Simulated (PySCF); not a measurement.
Several species in one continuum solvent.

Computed with PySCF at PBE0/pcSseg-1, non-relativistic, each on one gas-phase PBE0-D3(BJ)/def2-SVP geometry that isn't relaxed in the solvent. The solvent is an IEF-PCM continuum (cavity from Bondi-type radii × 1.2). Specific hydrogen bonds and non-electrostatic terms are outside this model.

Question: Order them by E(solvent) − E(gas) in dichloromethane (ε = 8.93), most negative first (kJ/mol).
A. `[N:1]#[C:2][C@@H:3]1[CH2:4][CH2:5][SiH2:6][SiH2:7]1` with C2–C3–C4–C5 -65°, C3–C4–C5–Si6 -53°, C4–C5–Si6–Si7 25°, C5–Si6–Si7–C3 2°
B. `[N:1]#[C:2][C@@H:3]1[CH2:4][Si@@H:5]1[CH2:6][SiH3:7]` with C4–Si5–C6–Si7 -136°
C. `[CH:1]#[C:2][C@H:3]1[CH2:4][SiH2:5][NH:6][SiH2:7]1` with C2–C3–C4–Si5 164°, C3–C4–Si5–N6 -29°, C4–Si5–N6–Si7 8°, Si5–N6–Si7–C3 11°
D. `[N:1]#[C:2][Si@@H:3]([SiH3:4])[CH:5]1[CH2:6][CH2:7]1` with C2–Si3–C5–C6 84°

Answer: B (-26.5), A (-22.3), D (-20.0), C (-16.5).

| SMILES | charge | ΔE (kJ/mol) | polarisation term (kJ/mol) | HOMO shift (eV) | dipole gas (D) | dipole solvent (D) | atoms |
| --- | --- | --- | --- | --- | --- | --- | --- |
| N#C[C@@H]1C[Si@@H]1C[SiH3] | 0 | -26.5 | -32.2 | +0.14 | 4.46 | 5.84 | 16 |
| N#C[C@@H]1CC[SiH2][SiH2]1 | 0 | -22.3 | -27.0 | +0.24 | 3.91 | 5.03 | 16 |
| N#C[Si@@H]([SiH3])C1CC1 | 0 | -20.0 | -23.6 | +0.24 | 4.21 | 5.25 | 16 |
| C#C[C@H]1C[SiH2]N[SiH2]1 | 0 | -16.5 | -18.0 | -0.01 | 1.06 | 1.43 | 16 |

The polarisation term is half the interaction of the solute with the induced surface charges.
